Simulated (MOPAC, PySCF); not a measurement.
C3H4O2, SMILES `CC(=O)C=O` (O–C–C–O torsion 180°), neutral singlet in the gas phase. 

Z-matrix (Å, degrees):
```
C
O 1 1.2079
C 1 1.4980 2 125.16
H 3 1.0869 1 110.01 2 -0.22
H 3 1.0923 4 110.52 1 121.42
H 3 1.0923 4 110.48 5 117.23
C 1 1.5351 2 117.52 3 179.99
O 7 1.2007 1 123.37 2 179.96
H 7 1.1071 8 123.40 1 179.99
```
Charge 0, spin multiplicity 1.

All levels are single points at this geometry (B3LYP-D3(BJ)/def2-TZVP); Pople sets use spherical d functions. Orbital energies aren't observables, and empty levels follow the basis.

```json
[
 {"level": "PBE-D3(BJ)/def2-TZVP in PySCF", "HOMO (eV)": "-5.90", "LUMO (eV)": "-3.85", "gap (eV)": "2.06", "dipole (D)": "1.06", "vertical IE, Delta-SCF (eV)": "9.36"},
 {"level": "TPSSh-D3(BJ)/def2-TZVP in PySCF", "HOMO (eV)": "-6.63", "LUMO (eV)": "-3.26", "gap (eV)": "3.37", "dipole (D)": "1.02", "vertical IE, Delta-SCF (eV)": "9.56"},
 {"level": "B3LYP/3-21G in PySCF", "HOMO (eV)": "-6.66", "LUMO (eV)": "-2.44", "gap (eV)": "4.22", "dipole (D)": "0.92", "vertical IE, Delta-SCF (eV)": "–"},
 {"level": "B3LYP/6-31G* in PySCF", "HOMO (eV)": "-6.93", "LUMO (eV)": "-2.62", "gap (eV)": "4.31", "dipole (D)": "0.96", "vertical IE, Delta-SCF (eV)": "9.63"},
 {"level": "BP86/6-31G* in PySCF", "HOMO (eV)": "-5.64", "LUMO (eV)": "-3.57", "gap (eV)": "2.07", "dipole (D)": "1.00", "vertical IE, Delta-SCF (eV)": "–"},
 {"level": "M06-2X/6-31G* in PySCF", "HOMO (eV)": "-8.77", "LUMO (eV)": "-1.30", "gap (eV)": "7.47", "dipole (D)": "0.93", "vertical IE, Delta-SCF (eV)": "–"},
 {"level": "SVWN5/6-31G* in PySCF", "HOMO (eV)": "-5.64", "LUMO (eV)": "-3.71", "gap (eV)": "1.93", "dipole (D)": "1.05", "vertical IE, Delta-SCF (eV)": "9.32"},
 {"level": "HF/3-21G in PySCF", "HOMO (eV)": "-11.13", "LUMO (eV)": "1.90", "gap (eV)": "13.04", "dipole (D)": "0.87", "vertical IE, Delta-SCF (eV)": "–"},
 {"level": "HF/6-31G* in PySCF", "HOMO (eV)": "-11.39", "LUMO (eV)": "1.80", "gap (eV)": "13.19", "dipole (D)": "0.90", "vertical IE, Delta-SCF (eV)": "–"},
 {"level": "HF/STO-3G in PySCF", "HOMO (eV)": "-8.50", "LUMO (eV)": "5.78", "gap (eV)": "14.29", "dipole (D)": "0.54", "vertical IE, Delta-SCF (eV)": "–"},
 {"level": "AM1 in MOPAC", "HOMO (eV)": "-10.38", "LUMO (eV)": "-0.39", "gap (eV)": "9.98", "dipole (D)": "0.68", "vertical IE, Delta-SCF (eV)": "–"},
 {"level": "PM3 in MOPAC", "HOMO (eV)": "-10.48", "LUMO (eV)": "-0.50", "gap (eV)": "9.98", "dipole (D)": "0.61", "vertical IE, Delta-SCF (eV)": "–"},
 {"level": "PM7 in MOPAC", "HOMO (eV)": "-10.13", "LUMO (eV)": "-0.86", "gap (eV)": "9.27", "dipole (D)": "0.81", "vertical IE, Delta-SCF (eV)": "–"}
]
```
